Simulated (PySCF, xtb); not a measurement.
H4OSiZn, SMILES [OH][Zn][SiH3].

GFN2-xTB run with xtb at its own geometry gives an orbital gap of 4.21 eV and a dipole moment of 1.79 D.

Geometry: r2SCAN-D4/def2-SVP. A frequency run showed that this geometry is not a minimum. One conformer was computed; it need not be the lowest.

Question: What does B3LYP/def2-TZVPD run with PySCF give? (The exact figures need the calculation; the answer reports its results.)

Answer: gap 6.65 eV (levels -7.83 and -1.19 eV), dipole 1.45 D.
